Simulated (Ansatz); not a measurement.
A series at Ga: from gallium trichloride, ligands are replaced one by one, each step taking up H–F and setting free HCl; n counts the steps. Ansatz, PBE0-D4/def2-TZVP geometries.

```csv
n,molecule,"HOMO energy, ωB97M-V/def2-TZVPP (eV)"
0,`[Cl][Ga]([Cl])[Cl]`,-11.73
1,`[F][Ga]([Cl])[Cl]`,-12.00
2,`[F][Ga]([F])[Cl]`,-12.39
3,`[F][Ga]([F])[F]`,?
```

By hand: fit a straight line y = ȳ + b (n − n̄) to the 3 given rows and predict n = 3.

n̄ = 1.000, ȳ = -12.040; Σ(n − n̄)(y − ȳ) = -0.660, Σ(n − n̄)² = 2.000, so b = -0.330 eV a step. Prediction: -12.040 + (-0.330) × (2.000) = -12.70 eV.

By hand: compare with the computed value, -14.31 eV, and give the steps along the whole series.

The line misses by -1.61 eV (computed minus predicted). Steps: -0.27, -0.39, -1.92 eV.

One step carries most of the change, so a line is a poor guide. The highest orbital can change its character along such a series. The miss is 62.4 % of the series' range.
